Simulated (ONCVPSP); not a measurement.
## neon: ONCV pseudisation with PBE, scalar-relativistic reference atom.

- Element: Ne (Z = 10)
- Generator: ONCVPSP 4.0.1
- Type: optimised norm-conserving Vanderbilt (ONCV)
- Functional: PBE
- Relativity: scalar-relativistic
- Frozen core: [He]
- Valence charge: 8
- Reference configuration: 2s2 2p6
- Partial waves: 2s: rc 0.60 bohr, ncon 4, nbas 7, qcut 13.2 1/bohr, 1 projector; 2p: rc 0.90 bohr, ncon 4, nbas 8, qcut 17.2 1/bohr, 3 projectors, debl 2.5 Ha
- Local potential: polynomial inside 0.40 bohr (lpopt 5, dvloc0 -1 Ha)
- Core correction: none

All-electron outer shells of the reference configuration (PBE, scalar-relativistic, ld1.x):

| shell | level (eV) | outermost node (bohr) | outermost maximum (bohr) |
| --- | --- | --- | --- |
| 1s | -830.80 | – | 0.10 |
| 2s | -36.40 | 0.22 | 0.68 |
| 2p | -13.33 | – | 0.62 |

Does the generator finish with these settings?

Yes, a potential is produced and its reference levels are reproduced.

Estimate the cutoffs (Ha) at which the residual kinetic energy of the hardest occupied pseudo-wave falls to 1 and 0.1 mHa per electron.

90 Ha and 107 Ha.

Does the potential have ghost states?

No bound ghost flagged; no localised positive-energy state flagged.

Which valence shell sets the plane-wave cutoff?

2p: 90 Ha for 1 mHa per electron, against 74 Ha for 2s.

Tests: 2s2 2p5; 2s2 2p4; 2s2 2p3; 2s2 2p2. Which has the largest error in its energy relative to the reference configuration, and how large is it?

2s2 2p2, with +378 meV (all-electron minus pseudo) on +227.80 eV.
